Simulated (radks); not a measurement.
Question: Species: the bismuth ion Bi68+. Configuration: [Ne] 3s2 3p3. Calculated with a radial shooting solver on a logarithmic mesh with Libxc functionals: scalar-relativistic Kohn-Sham, PBEsol, spin-polarised, spherical densities, finite nucleus; open shells are filled with parallel spins first (spin-orbit coupling, left out, can overturn this in heavy ions); Fermi nuclear charge, rms radius 5.5211 fm. Some entries of the table are withheld. Estimate them.

orbital,occ.,eigenvalue (eV),<1/r> (bohr^-1),<r^2> (bohr^2)
1s up,1,-96486.44,103.2,0.0003462
1s down,1,-96472.72,103.2,0.0003462
2s up,1,-21943.54,(1),(2)
2s down,1,-21933.20,(3),(4)
2p up,3,-19633.32,21.44,0.004356
2p down,3,-19619.30,21.44,0.004353
3s up,1,-8821.733,9.830,(5)
3s down,1,-8779.406,9.820,(6)
3p up,3,-8147.678,8.945,0.02904
3p down,0,-8105.586,8.938,0.02911

Answer: 
(1) 2s up <1/r> (bohr^-1): 24.51
(2) 2s up <r^2> (bohr^2): 0.005133
(3) 2s down <1/r> (bohr^-1): 24.52
(4) 2s down <r^2> (bohr^2): 0.005129
(5) 3s up <r^2> (bohr^2): 0.02906
(6) 3s down <r^2> (bohr^2): 0.02911
